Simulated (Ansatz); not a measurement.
Basis-set extrapolation for `CO[SiH]S` radical (PBE0-D4/def2-TZVP geometry, frozen core, Ansatz). Multiplicity 2, UHF reference.

```tsv
	def2-TZVPP	def2-QZVPP
HF	-802.202288	-802.228651
MP2 correlation	-0.688347	-0.742852
CCSD(T) correlation	-0.762542	not run
```

Energies in hartree. Use E(X) = E(∞) + A·exp(−7.88·√X) for Hartree–Fock and E(X) = E(∞) + B·X^(−2.97) for correlation, with X = 3 and 4, and add CCSD(T) minus MP2 of the smaller set to the MP2 limit.

**Question.** What is the CCSD(T) energy at the basis-set limit?

**Answer.** HF limit: -802.228651 + (-0.026363) × 0.13774 = -802.23228. MP2 limit: -0.742852 + (-0.054505) × 0.74074 = -0.78323. Higher-order term: -0.762542 − (-0.688347) = -0.07420. Total: -803.08971 hartree, 327.9 kJ/mol below CCSD(T)/def2-TZVPP.
